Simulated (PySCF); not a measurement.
C₆H₁₅N.
Geometry (PBE0-D3(BJ)/def2-SVP, Å), atoms numbered from 1 in this order:
```xyz
22
C6H15N angstrom
C     -1.7122   -0.2677    1.4679
C     -0.7981   -0.4004    0.2549
C     -1.5307    0.0011   -1.0215
C      0.5358    0.3457    0.4582
C      0.4104    1.8647    0.4371
C      1.6104   -0.1077   -0.5323
N      1.8514   -1.5348   -0.4565
H     -1.2089   -0.6008    2.3896
H     -2.6210   -0.8779    1.3454
H     -2.0398    0.7734    1.6243
H     -0.5166   -1.4622    0.1551
H     -0.8932   -0.0944   -1.9139
H     -2.4094   -0.6430   -1.1808
H     -1.8936    1.0409   -0.9757
H      0.8982    0.0561    1.4648
H      0.1458    2.2328   -0.5672
H     -0.3596    2.2234    1.1361
H      1.3607    2.3434    0.7206
H      1.2777    0.1311   -1.5575
H      2.5159    0.5139   -0.3599
H      2.3185   -1.7697    0.4176
H      2.4687   -1.8394   -1.2047
```

Computed with PySCF at PBE0/def2-SVPD, non-relativistic, on one gas-phase PBE0-D3(BJ)/def2-SVP geometry that isn't relaxed in the solvent. The solvent is an IEF-PCM continuum (cavity from Bondi-type radii × 1.2). The model holds no explicit solvent molecules, cavitation or dispersion.

Gas phase at PBE0/def2-SVPD: HOMO -6.83 eV, LUMO 0.71 eV, dipole 1.32 D.

Question: What does the continuum do to the energy, the frontier levels and the dipole at PBE0/def2-SVPD in chloroform and dimethylsulfoxide?

Answer: 
```
          solvent      ε  E(solvent) − E(gas) (kJ/mol)  polarisation term (kJ/mol)  distortion of the solute (kJ/mol)  HOMO (eV)  LUMO (eV)  dipole (D)
       chloroform  4.711                        -10.30                      -11.36                               1.06      -6.78       0.85        1.63
dimethylsulfoxide  46.83                        -15.07                      -17.57                               2.50      -6.80       0.88        1.81
```

The polarisation term is half the interaction of the solute with the surface charges that it induces; the rest is the cost of distorting the solute's density. The sum is the electrostatic part of solvation alone. The atom shares or the degeneracy of the LUMO differ from the gas phase in chloroform and dimethylsulfoxide, so that column needn't follow one orbital. From chloroform to dimethylsulfoxide the lowering changes by a factor 1.46, Onsager's factor (ε − 1)/(2ε + 1) by 1.36 and ε itself by 9.9.

Question: Which radius a makes the point-dipole formula ΔE = −[(ε − 1)/(2ε + 1)]·μ²/a³ give the value in dimethylsulfoxide, with the gas-phase dipole?

Answer: μ = 0.519 au and |ΔE| = 0.00574 Eh give a = 1.50 Å; the farthest nucleus lies 3.41 Å from the centroid of the nuclei, so such a sphere wouldn't even hold the nuclei. The formula assumes a rigid point dipole at the centre of a sphere.

Question: Give the dipole vector in the frame of the coordinates (D, pointing from negative to positive charge), gas and dimethylsulfoxide.

Answer: Gas (1.31, 0.18, 0.04), solvent (1.74, 0.46, 0.12). Its length changes by +37 % and its direction by 7°.

Question: How does the static polarisability (PBE0/def2-SVPD, frozen core, with the continuum's full static response) change?

Answer: 
| medium | isotropic (au) | principal values (au) | ⟨r²⟩ of the electrons (bohr²) |
| --- | --- | --- | --- |
| gas | 84.2 | 79.4, 83.2, 90.0 | 959.4 |
| chloroform | 104.6 | 100.4, 104.3, 109.2 | 958.9 |
| dimethylsulfoxide | 115.4 | 112.5, 115.5, 118.3 | 958.7 |

The isotropic value in dimethylsulfoxide is 1.37 times the gas-phase one; no cavity-field correction is applied. ⟨r²⟩ is taken about the centre of nuclear charge.
